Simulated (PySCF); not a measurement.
# Ni²⁺ (nickel, charge +2) across methods

[Ar] 3d8, high-spin 3F determinant. Computed with PySCF 2.14 in dyall-av2z, with the non-relativistic Hamiltonian (point nucleus).

```
 method  E (hartree)  mean ε 3p β (eV)  mean ε 3d α (eV)  mean ε 3d β (eV)  Σ⟨r²⟩ (bohr²)   ⟨S²⟩
   BP86    -1507.534           -88.937           -29.502           -27.915          15.86  2.001
r2SCAN0    -1507.291           -94.182           -32.406           -30.556          15.58  2.001
    PBE    -1507.063           -88.855           -29.456           -27.792          15.90  2.001
 PBEsol    -1505.785           -88.737           -29.441           -27.668          15.88  2.001
 r2SCAN    -1507.311           -90.174           -29.693           -28.053          15.70  2.001
    UHF  -1506.01411           -105.31           -39.633           -36.985          15.36  2.003
   MN15    -1507.759           -93.272           -33.234           -31.200          15.76  2.001
   PBE0    -1507.100           -93.264           -32.184           -30.308          15.71  2.001
```

Task: Estimate the same row for LDA.

Result: E (hartree) = -1504.618; mean ε 3p β (eV) = -88.991; mean ε 3d α (eV) = -29.781; mean ε 3d β (eV) = -27.943; Σ⟨r²⟩ (bohr²) = 15.91; ⟨S²⟩ = 2.001.
